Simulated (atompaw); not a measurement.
What the settings do to the PAW (atompaw) potential of tungsten (W)

Base potential:

```
Element                 : W
Generator               : atompaw 4.2.0.5
Type                    : PAW
Functional              : LDA (PW92)
Relativity              : non-relativistic
Frozen core             : [Xe]
Valence charge          : 20
Reference configuration : 4f14 5d4 6s1 6p1
Partial waves           : 6s (bound): rc 3.00 bohr; 6s channel at 2.7 Ry: rc 2.15 bohr; 6p (bound): rc 3.00 bohr; 6p channel at 3 Ry: rc 3.00 bohr; 5d (bound): rc 2.25 bohr; 5d channel at 2.55 Ry: rc 3.00 bohr; 4f (bound): rc 1.05 bohr; 4f channel at -0.7 Ry: rc 1.05 bohr
Local potential         : bessel scheme, radius 2.65 bohr
Core correction         : smooth core density matched at 2.45 bohr
Augmentation charge     : sinc compensation charge, radius 2.90 bohr; PAW radius 3.00 bohr; waves and projectors: custom polynom gramschmidtortho
```

All-electron outer shells of the reference configuration (LDA (PW92), non-relativistic, ld1.x):

| shell | level (eV) | outermost node (bohr) | outermost maximum (bohr) |
| --- | --- | --- | --- |
| 5s | -66.48 | 0.58 | 1.05 |
| 4f | -43.48 | – | 0.42 |
| 5p | -42.22 | 0.59 | 1.13 |
| 5d | -7.17 | 0.63 | 1.47 |
| 6s | -5.74 | 1.40 | 2.88 |
| 6p | -2.23 | 1.59 | 3.75 |

Cutoffs, loose and tight: the cutoffs (Ry, on a coarse ladder) from which the occupation-weighted sum of valence levels, in a spherical-Bessel basis at the reference potential, stays within 10 and 1 mRy of its value at 400 Ry. They see the waves, projectors and local potential, not the compensation charge or the core. A dash means not determined.

A true bound ghost makes a file unfit for plane-wave use even where its test errors are small: the radial tests pick states by their node count and pass the ghost by.

```tsv
change	outcome	cutoff, loose	cutoff, tight	bound ghosts
base	generated	260 Ry	over 300 Ry	s
scalar-relativistic	generated	230 Ry	over 300 Ry	none
wave 4f (bound): rc 1.05 bohr becomes 4f (bound): rc 1.84 bohr	generated	50 Ry	80 Ry	s
all radii scaled by about 1.13 (s 3.40, p 3.40, d 2.54, f 1.18 bohr); local potential bessel scheme, radius 3.00 bohr; augmentation sinc compensation charge, radius 3.28 bohr; PAW radius 3.40 bohr; waves and projectors: custom polynom gramschmidtortho; core correction smooth core density matched at 2.78 bohr	generated	160 Ry	300 Ry	none
functional PBE	generated	260 Ry	over 300 Ry	s
augmentation sinc compensation charge, radius 2.10 bohr; PAW radius 3.00 bohr; waves and projectors: custom polynom gramschmidtortho	generated	260 Ry	over 300 Ry	s
local potential troulliermartins scheme with l = 4 at 0 Ry, radius 2.65 bohr	generated	230 Ry	over 300 Ry	p, s
augmentation besselshape compensation charge, radius 2.90 bohr; PAW radius 3.00 bohr; waves and projectors: custom polynom gramschmidtortho	generated	260 Ry	over 300 Ry	s
core correction smooth core density matched at 2.06 bohr	generated	260 Ry	over 300 Ry	s
reference 4f14 5d4 6s2 6p0	generated	260 Ry	over 300 Ry	s
wave 6s channel at 2.7 Ry: rc 2.15 bohr becomes 6s channel at 2.83 Ry: rc 2.15 bohr	generated	260 Ry	over 300 Ry	s
augmentation sinc compensation charge, radius 2.90 bohr; PAW radius 3.00 bohr; waves and projectors: modrrkj vanderbiltortho	generated	180 Ry	300 Ry	none
```

Task: What comes out with this change to the base: augmentation sinc compensation charge, radius 2.90 bohr; PAW radius 3.00 bohr; waves and projectors: custom polynom2 7 10 vanderbiltortho?

Result: outcome: failed: atompaw: The overlap operator has at least one negative eigenvalue!. Cause: the overlap operator built from these waves and projectors is not positive definite.
